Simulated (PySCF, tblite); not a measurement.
Isomers of C3H6ClFO2S, one GFN2-xTB conformer each. Single-point energies are computed at PBE0/pcSseg-1 (PySCF, gas phase, no added dispersion term), electronic only.

Question: Rank them by PBE0/pcSseg-1 energy, lowest first (kJ/mol).
A. `[CH3:1][C@H:2]([CH2:3][F:4])[S:5](=[O:6])(=[O:7])[Cl:8]` with C1–C2–C3–F4 75°, C1–C2–S5–O6 -52°
B. `[CH3:1][C@H:2]([F:3])[CH2:4][S:5](=[O:6])(=[O:7])[Cl:8]` with C1–C2–C4–S5 -73°, C2–C4–S5–O6 -49°
C. `[CH3:1][CH2:2][C@@H:3]([F:4])[S:5](=[O:6])(=[O:7])[Cl:8]` with C1–C2–C3–F4 179°, C2–C3–S5–O6 -45°

Answer: B (0.0), A (6.7), C (17.4).

Neighbours under 10 kJ/mol apart (C[C@H](F)CS(=O)(=O)Cl and C[C@H](CF)S(=O)(=O)Cl) can change places with a better method, another conformer or zero-point energy. GFN2-xTB itself gives, in the same order: 8.6, 0.0, 19.7. GFN2-xTB puts C[C@H](CF)S(=O)(=O)Cl lowest instead; measured from each level's own lowest isomer, the values differ by up to 8.6 kJ/mol (C[C@H](F)CS(=O)(=O)Cl: 8.6 against 0.0).

Which frontier levels, dipoles and rotational constants go with these structures?

```json
{"SMILES": "C[C@H](F)CS(=O)(=O)Cl", "HOMO (eV, PBE0/pcSseg-1)": "-9.34", "LUMO (eV)": "-1.69", "dipole (D)": "2.15", "A, B, C (MHz)": "2766, 872.9, 788.0"}
{"SMILES": "C[C@H](CF)S(=O)(=O)Cl", "HOMO (eV, PBE0/pcSseg-1)": "-9.30", "LUMO (eV)": "-1.62", "dipole (D)": "2.73", "A, B, C (MHz)": "2075, 1031, 1006"}
{"SMILES": "CC[C@@H](F)S(=O)(=O)Cl", "HOMO (eV, PBE0/pcSseg-1)": "-9.16", "LUMO (eV)": "-1.59", "dipole (D)": "3.65", "A, B, C (MHz)": "2295, 1199, 962.0"}
```

What happens when harmonic zero-point energies from GFN2-xTB frequencies are added?

```
                SMILES  ZPE (kJ/mol)  electronic (kJ/mol)  with ZPE (kJ/mol)
 C[C@H](F)CS(=O)(=O)Cl         248.4                  0.0                0.0
 C[C@H](CF)S(=O)(=O)Cl         248.9                  6.7                7.2
CC[C@@H](F)S(=O)(=O)Cl         249.3                 17.4               18.2
```

The zero-point energies span 0.9 kJ/mol. The order is unchanged.
